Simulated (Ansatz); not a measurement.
CH₅NSSn, SMILES `N=C[S][SnH3]` at its PBE0-D4/def2-TZVP geometry, where that method's forces vanish. Total charge 0; spin multiplicity 1. Sn takes the def2 core potential.

```tsv
atom	x (Å)	y (Å)	z (Å)
N1	-0.5324	2.6297	-0.4123
C2	-0.4151	1.4004	-0.1737
S3	1.0595	0.4446	-0.4150
Sn4	0.3302	-1.7511	0.2785
H5	0.3278	3.0438	-0.7720
H6	-1.2744	0.8512	0.2159
H7	1.3267	-2.2601	1.5608
H8	0.4668	-2.8051	-1.0510
H9	-1.2890	-1.5533	0.7689
```

(1) For each bond, give half the difference of the two atoms' forces along it (eV/Å; positive pushes the atoms apart) under PBE-D4, r2SCAN-D4, B3LYP-D4, ωB97M-V in def2-TZVPP. (Estimate.)

## Answers

(1) Ansatz gave: 
```
  bond  length (Å)  PBE-D4  r2SCAN-D4  B3LYP-D4  ωB97M-V
 N1–C2       1.258    0.66       0.27      0.13     0.04
 N1–H5       1.020    0.17      -0.03     -0.05    -0.03
 C2–S3       1.774    0.00       0.07      0.19     0.15
 C2–H6       1.092   -0.03      -0.11     -0.18    -0.14
S3–Sn4       2.415    0.13       0.05      0.21     0.02
Sn4–H7       1.702    0.07      -0.02     -0.01    -0.07
Sn4–H8       1.702    0.07      -0.02     -0.01    -0.07
Sn4–H9       1.703    0.09      -0.01      0.01    -0.08
```

B3LYP here is the variant with VWN-RPA as its local correlation; programs differ in this.
